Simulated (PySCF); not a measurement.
Calculated properties of `C[N](C)[Al]([N](C)C)[N](C)C`

Compound: C6H18AlN3.
Atom-mapped SMILES: `[CH3:1][N:2]([CH3:3])[Al:4]([N:5]([CH3:6])[CH3:7])[N:8]([CH3:9])[CH3:10]` (hydrogens: H11, H12, H13 on C1; H14, H15, H16 on C3; H17, H18, H19 on C6; H20, H21, H22 on C7; H23, H24, H25 on C9; H26, H27, H28 on C10)

**PBE0-D3(BJ)/def2-SVP geometry optimisation, gas phase (PySCF)**

| Quantity | Value |
| --- | --- |
| Point group | D3 |
| Rotational constants A, B, C | 1.046, 1.045, 0.573 GHz |

From CAM-B3LYP/pcSseg-1 ground state and GIAO shieldings, non-relativistic (PySCF):

| Item | Value |
| --- | --- |
| Dipole moment | 0.00 D by symmetry (numerical residue 0.01 D) |
| HOMO energy | -7.20 eV |
| LUMO energy | 1.48 eV |
| HOMO–LUMO gap | 8.68 eV |
| 13C chemical shifts (computed TMS as zero) by class | 41.0 (C1/C3/C6/C7/C9/C10) ppm |
| 1H chemical shifts (computed TMS as zero) by class | 2.54 (H11 and 17 like it) ppm |
| Isotropic shieldings of nuclei other than C and H, by class | 240 (N2/N5/N8), 414 (Al4) ppm |

Monoisotopic mass from the formula: 159.1316 u.

The rotational constants are those of an oblate symmetric top; the small spread among constants that symmetry makes equal is optimisation noise. With B = h/(8π²I), that is 505.379 GHz u Å² over I, the principal moments of inertia are 483.0, 483.5 and 881.7 u Å² (most abundant isotopes); the inertial defect Ic − Ia − Ib is -84.8 u Å² (zero for a rigid planar frame, negative otherwise). Point group D3 forbids a permanent dipole, so the rigid molecule has no electric-dipole pure rotational spectrum.

Geometry: PBE0-D3(BJ)/def2-SVP; no solvent or vibrations. NMR classes are plain means over equivalent atoms (diastereotopic ones count apart unless rotation or inversion swaps them), as if these changed places fast; in this geometry the members of some classes differ.

Conformer computed: `[CH3:1][N:2]([CH3:3])[Al:4]([N:5]([CH3:6])[CH3:7])[N:8]([CH3:9])[CH3:10]`: C1–N2–Al4–N5 151°, N2–Al4–N5–C6 -29°, N2–Al4–N8–C9 -29°.
